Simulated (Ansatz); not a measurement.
Species, as SMILES: N=[B] (B-NH), doublet.
Atoms: B1, N2, H3. Bonds: B1-N2, N2-H3.

Basis-set convergence of the optimised B1-N2 bond length at MP2 with Ansatz (an electronic-structure program). The reference of a correlated method is not its basis-set limit, which lies further on. All functions are spherical. Cores are frozen. Open shells are unrestricted. No added dispersion term, no relativity. Reference: the value in aug-cc-pVQZ, 1.2329 Å, itself unsure by roughly 0.0006 Å (its mean distance from def2-QZVPP, cc-pVQZ). Deviations are taken from unrounded values.

| basis | functions | optimised B1-N2 bond length (Å) |
|---|---|---|
| cc-pVDZ | 33 | 1.2429 |
| aug-cc-pVDZ | 55 | 1.2450 |
| 6-311G** | 42 | 1.2362 |
| 6-311+G** | 50 | 1.2393 |
| cc-pVTZ | 74 | 1.2352 |
| aug-cc-pVTZ | 115 | 1.2369 |
| def2-TZVPP | 76 | 1.2347 |
| def2-TZVPPD | 91 | 1.2356 |
| cc-pVQZ | 140 | 1.2320 |
| aug-cc-pVQZ | 206 | 1.2329 |

What the diffuse functions change, pair by pair:
- cc-pVDZ to aug-cc-pVDZ: 22 more functions, deviation 0.0100 to 0.0122 Å
- 6-311G** to 6-311+G**: 8 more functions, deviation 0.0033 to 0.0065 Å
- cc-pVTZ to aug-cc-pVTZ: 41 more functions, deviation 0.0023 to 0.0040 Å
- def2-TZVPP to def2-TZVPPD: 15 more functions, deviation 0.0019 to 0.0027 Å
- cc-pVQZ to aug-cc-pVQZ: 66 more functions, deviation -0.0008 to 0.0000 Å

Leaving out the reference's own pair, they bring the value nearer the reference by more than 0.0006 Å in 0 of 4 pairs.
